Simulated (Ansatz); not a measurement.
Mulliken charges of C3H4Te (`C#CC[TeH]`) from ωB97M-V/def2-TZVPP in Ansatz (PBE0-D4/def2-TZVP geometry).

| atom | x (Å) | y (Å) | z (Å) | charge (e) |
| --- | --- | --- | --- | --- |
| C1 | -0.931 | 1.642 | -1.042 | -0.004 |
| C2 | -0.250 | 0.859 | -0.437 | -0.292 |
| C3 | 0.536 | -0.107 | 0.282 | -0.372 |
| Te4 | -0.577 | -1.969 | 0.397 | 0.100 |
| H5 | -1.525 | 2.345 | -1.576 | 0.238 |
| H6 | 1.475 | -0.317 | -0.229 | 0.174 |
| H7 | 0.735 | 0.220 | 1.302 | 0.174 |
| H8 | 0.630 | -2.730 | 1.247 | -0.017 |

**Question.** By hand: the dipole of these point charges (1 e Å = 4.8032 D).

**Answer.** Σ q r = (-0.169, 0.173, -0.143) e Å, of length 0.281 e Å = 1.35 D.

**Question.** How does the dipole of the full density compare? (An estimate is asked.)

**Answer.** The calculation gave: (0.145, 0.049, 0.053) e Å, 0.78 D; the point charges give 1.73 times that, at 121° from its direction, so they point the opposite way.

Point charges leave out the atoms' own dipoles, such as those of lone pairs, and Mulliken's split depends on the basis, so the two needn't agree.
